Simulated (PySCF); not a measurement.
Si(Br)(OH)2(NH2) (BrH₄NO₂Si), SMILES N[Si](O)(O)Br. Coordinates come from a PBE-D3(BJ)/def2-SVP optimisation. The structure was generated by enumeration, and PubChem lists no compound with its InChIKey, so it may never have been made. The values are those of a single conformer.

Computed equilibrium geometry at PBE-D3(BJ)/def2-SVP (PySCF confirms it by a frequency run) as a Z-matrix (one conformer of several):
```
Si
O 1 1.6669
H 2 0.9734 1 113.30
O 1 1.6679 2 115.75 3 -84.18
H 4 0.9753 1 111.65 2 -68.63
N 1 1.7179 2 104.71 3 154.88
H 6 1.0224 1 118.80 2 178.70
H 6 1.0231 7 111.01 1 -141.91
Br 1 2.2528 2 107.58 3 29.60
```
